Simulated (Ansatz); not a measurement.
Cartesian coordinates in Å:
```
Cl -0.001 -0.871 -0.836
In 0.001 0.871 0.836
```

The species carries charge 0 and has multiplicity 1. In: def2 effective core potential.

(1) List the CAM-B3LYP/def2-TZVPP orbital energies in eV (the Gaussian-basis code of Ansatz). (Estimate.)

Results:

(1) Computed: Occupied: -2762.98, -257.74, -196.73, -196.68, -196.68, -129.45, -86.04, -86.04, -85.85, -23.59, -22.97, -22.97, -22.82, -22.82, -22.10, -12.15, -9.61, -9.61, -8.50. Lowest empty: -1.00, -1.00, 0.63, 2.66, 2.66, 3.61, 4.54, 5.28.
